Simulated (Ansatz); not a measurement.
Relaxation of BFH4O2 (8 atoms, charge 0, multiplicity 1), to a largest force component of 0.03 eV/Å in at most 50 steps.

Level of theory: RKS B3LYP-D4/cc-pVDZ in Ansatz 0.2.0.

```xyz
8
Properties=species:S:1:pos:R:3
B -0.015 0.425 -0.343
F 0.053 0.105 2.162
O 1.178 -0.169 -0.629
H 1.111 -1.081 -0.945
O -1.263 -0.079 -0.558
H -1.280 -0.995 -0.869
H 0.039 1.555 0.054
H 0.086 0.966 1.818
```

**Question.** Where does it end, and by what steps?

**Answer.** It converged. After 5 steps the energy has fallen by 0.021 eV; F2 moved furthest, 0.23 Å.

```csv
step,energy less start (eV),largest force component (eV/Å),accepted
0,0.0000,0.271,yes
1,-0.0154,0.409,yes
2,-0.0191,0.184,yes
3,-0.0211,0.075,yes
4,-0.0213,0.032,yes
5,-0.0214,0.022,yes
```

```xyz
8
Properties=species:S:1:pos:R:3
B -0.015 0.403 -0.372
F 0.068 0.203 2.366
O 1.176 -0.186 -0.666
H 1.111 -1.083 -1.022
O -1.262 -0.096 -0.588
H -1.285 -0.995 -0.946
H 0.041 1.520 0.092
H 0.076 0.961 1.823
```

Run time: 8.7 s on 2 threads of Arm Neoverse V1, on a shared host, peak memory 0.14 GiB.
